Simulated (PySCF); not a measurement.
C3H8FNSi, SMILES N(=C\C)/[C@H](F)[SiH3]. Atoms are numbered in the order given.

```xyz
14

C      2.8551     0.8846    -0.1845
C      1.4776     0.4336    -0.5657
N      0.8058    -0.3544     0.1684
C     -0.5102    -0.7464    -0.1963
F     -0.9218    -0.2878    -1.4571
Si    -1.7348    -0.0522     1.0996
H      3.5821     0.5932    -0.9606
H      3.1491     0.4410     0.7768
H      2.8907     1.9841    -0.1076
H      1.0665     0.8109    -1.5188
H     -0.5438    -1.8504    -0.2316
H     -1.4248    -0.6155     2.4424
H     -3.1247    -0.4216     0.7088
H     -1.5873     1.4295     1.1101
```
Charge 0, spin multiplicity 1.

The structure is a stationary point at ωB97X-D3(BJ)/def2-SVP. The structure was generated by enumeration; whether it is a known compound was not checked. Other conformers were not sampled.

These are r2SCAN/def2-TZVP run with PySCF values and carry that method's errors.

ESP charges are fitted to the potential on shells at 1.4 to 2.0 van der Waals radii. Atomic charges (e):

| atom | ESP fit | Mulliken |
|---|---|---|
| C1 | -0.61 | -0.28 |
| C2 | 0.49 | -0.01 |
| N3 | -0.51 | -0.27 |
| C4 | 0.09 | 0.14 |
| F5 | -0.21 | -0.25 |
| Si6 | 0.15 | 0.23 |
| H7 | 0.16 | 0.12 |
| H8 | 0.18 | 0.11 |
| H9 | 0.16 | 0.12 |
| H10 | 0.02 | 0.10 |
| H11 | 0.16 | 0.09 |
| H12 | -0.03 | -0.03 |
| H13 | -0.04 | -0.03 |
| H14 | -0.01 | -0.03 |

Problem. Give the Mayer and Wiberg (Löwdin basis) orders of the bonds. (An estimate is asked for; the answer gives what the named calculation found.)

Solution. 
| bond | Mayer | Wiberg |
|---|---|---|
| C1–C2 | 0.97 | 1.33 |
| C2–N3 | 1.88 | 2.19 |
| N3–C4 | 1.02 | 1.45 |
| C4–F5 | 0.91 | 1.58 |
| C4–Si6 | 0.93 | 1.06 |
| C1–H7 | 0.96 | 0.89 |
| C1–H8 | 0.97 | 0.90 |
| C1–H9 | 0.95 | 0.89 |
| C2–H10 | 0.95 | 0.84 |
| C4–H11 | 0.93 | 0.84 |
| Si6–H12 | 0.94 | 0.95 |
| Si6–H13 | 0.95 | 0.95 |
| Si6–H14 | 0.94 | 0.95 |
